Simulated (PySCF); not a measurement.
## Unknowns

- σ from GIAO-PBE0/pcSseg-1
- geometry from GFN2-xTB
- run in PySCF 2.14.0 with density-fitted response routines
- isolated molecule, one conformer, rapidly exchanging positions averaged, non-relativistic Hamiltonian

Scale: 1H and 13C against TMS (reference shieldings calculated alike). Splittings of carbon signals by F and P are missing where no couplings were computed. Where no couplings were computed, multiplicities follow the n + 1 count of equivalent neighbours, and m marks all less simple cases (inequivalent or close neighbours, rings, F or P nearby). Shifts are as computed. Against solution values, carbons near 30 ppm lie about +3 ppm off and those near 130 ppm about +5 ppm. Of 1309 compounds with measured shifts, 239 miss one by over three times the rms of a fit or turn the order of signals round; such compounds aren't used in these exercises. OH and NH positions are gas-phase values without hydrogen bonding to other molecules.

Task: C2H16Si5. 1H NMR (500 MHz, computed): δ 4.25 (m, 2H), 3.59 (s, 9H), 0.18 (t, 3H), -0.06 (t, 2H). 13C{1H} NMR (computed): δ -3.8 (CH3), -6.4 (CH2). Give a structure.

Result: SMILES [SiH3][Si](C[SiH2]C)([SiH3])[SiH3]. Rings plus π bonds: 0. 2 carbon signals for 2 carbons: no two carbons are equivalent. Carbon types of the structure: 1 × CH2, 1 × CH3, leaving 11 H on heteroatoms. δC -3.8: methyl carbon bonded to Si; an electropositive neighbour leaves it electron-rich and shielded. δC -6.4: sp3 CH2 bonded to 2 Si; an electropositive neighbour leaves it electron-rich and shielded. δH 0.18: hydrogen on a methyl carbon bonded to Si; an electropositive neighbour shields it, as in TMS itself. δH -0.06: hydrogen on an sp3 CH2 bonded to 2 Si; an electropositive neighbour shields it, as in TMS itself.

The data come from this structure; uniqueness wasn't tested.

Task: C7H15PSi. 1H NMR (600 MHz, computed): δ 5.42 (m, 1H), 5.30 (m, 1H), 5.14 (m, 1H), 2.89 (m, 1H), 2.64 (m, 1H), 2.14 (m, 1H), 1.96 (m, 1H), 1.44 (m, 2H), 1.15 (d, 3H), 1.08 (d, 3H). 13C{1H} NMR (computed): δ 160.1 (C), 116.4 (CH2), 49.2 (CH), 34.5 (CH), 28.7 (CH2), 23.9 (CH3), 21.2 (CH3). Give a structure.

Result: SMILES C=C1C[Si@@H](P)[C@H]1C(C)C. 7 carbon signals for 7 carbons: no two carbons are equivalent. Carbon types of the structure: 1 × C, 2 × CH, 2 × CH2, 2 × CH3, leaving 3 H on heteroatoms. δC 160.1: fully substituted alkene carbon; as expected for a trigonal carbon in a double bond. δC 116.4: terminal =CH2 carbon; as expected for a trigonal carbon in a double bond. δC 23.9, 21.2: methyl carbon; saturated and bonded to C and H only. δH 2.89: hydrogen on an allylic sp3 CH bonded to Si; allylic position.

The data come from this structure; uniqueness wasn't tested.

Task: C4H8N4Si. 1H NMR (300 MHz, computed): δ 2.87 (s, 6H), 1.28 (br s, 2H). 13C{1H} NMR (computed): δ 123.7 (C), 39.3 (CH3). What is it?

Result: SMILES CN(C)[Si](N)(C#N)C#N. The formula gives 4 degrees of unsaturation (no ring in the answer). 2 carbon signals for 4 carbons: some carbons are equivalent by symmetry or fast rotation. Carbon types of the structure: 2 × C, 2 × CH3, leaving 2 H on heteroatoms. δC 123.7: nitrile carbon; C≡N carbons fall here, among the sp2 signals but without a proton. δC 39.3: methyl carbon bonded to N; the inductive effect lowers its shielding. δH 2.87: hydrogen on a methyl carbon bonded to N; its carbon carries N, which withdraws density. δH 1.28: hydrogen on a nitrogen bonded to Si; exchangeable, gas-phase position.

The data come from this structure; uniqueness wasn't tested.
